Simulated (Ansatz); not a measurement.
A nudged elastic band was laid between two geometries of Cl3H4NOSn (10 atoms, charge 0, multiplicity 1).

Theory: RKS B3LYP-D4/def2-SVP (Ansatz).

```json
{"movable images": "7", "climbing image": "yes", "spring": "5.0 eV/Å²", "optimiser": "quadratic models (default)", "start path": "through a guess of the saddle point", "force threshold": "0.05 eV/Å", "iteration limit": "60", "end points": "relaxed"}
```

Image 0:

```xyz
10
Properties=species:S:1:pos:R:3
Sn 0.036 -0.196 0.156
O -0.275 -0.030 2.117
H -0.846 0.737 2.284
Cl 2.139 0.440 -0.743
Cl -1.267 1.699 -0.477
Cl -1.095 -1.889 -1.062
N 1.243 -1.997 1.083
H 0.890 -2.896 0.750
H 2.241 -1.926 0.874
H 1.094 -1.918 2.092
```

Image 8:

```xyz
10
Properties=species:S:1:pos:R:3
Sn 0.249 -0.615 -0.151
O 0.699 0.230 2.153
H -0.027 0.846 2.340
Cl 1.934 0.886 -0.801
Cl -1.783 0.491 0.377
Cl -0.373 -1.683 -2.182
N 0.727 -2.230 1.023
H 0.554 -3.087 0.492
H 1.730 -2.207 1.231
H 0.449 -0.605 2.590
```

Task: Which bonds break or form, and what moves?

Result: Bonds broken: N7–H10. Bonds formed: O2–H10.

Task: What energy profile does the band end with?

Result: The run converged. The highest image is number 5 of 0 to 8, 1.02 eV above the first end and 0.39 eV above the last; the last end lies 0.63 eV above the first. A vibrational analysis at the climbing image gives one clearly imaginary mode, 1032i cm⁻¹, and a faint second one (23i cm⁻¹) that may be numerical noise or a soft torsion: probably a first-order saddle point. The orbitals stay closed-shell, which can raise the energy where a bond breaks towards radicals; this wasn't checked here.

| image | path coordinate (Å) | energy (eV) | N7–H10 (Å) | O2–H10 (Å) |
| --- | --- | --- | --- | --- |
| 0 | 0.00 | 0.00 | 1.02 | 2.33 |
| 1 | 0.37 | 0.02 | 1.02 | 2.20 |
| 2 | 0.74 | 0.09 | 1.03 | 1.99 |
| 3 | 1.12 | 0.27 | 1.04 | 1.76 |
| 4 | 1.49 | 0.63 | 1.10 | 1.50 |
| 5 | 1.86 | 1.02 | 1.37 | 1.16 |
| 6 | 2.56 | 0.78 | 1.83 | 0.99 |
| 7 | 3.26 | 0.67 | 2.01 | 0.98 |
| 8 | 3.96 | 0.63 | 2.27 | 0.97 |

Task: What is the geometry of the highest image?

Result: 
```xyz
10
Properties=species:S:1:pos:R:3
Sn 0.210 -0.358 -0.065
O 0.252 0.015 2.099
H -0.529 0.315 2.586
Cl 2.190 0.590 -0.901
Cl -1.446 1.340 -0.195
Cl -0.825 -1.861 -1.597
N 1.043 -1.975 1.131
H 0.602 -2.876 0.939
H 2.052 -2.075 1.000
H 0.610 -1.090 2.077
```

Run time: 3.6 min on 4 threads of Intel(R) Xeon(R) 6975P-C (Granite Rapids), with other jobs on the host, peak memory 0.4 GiB.
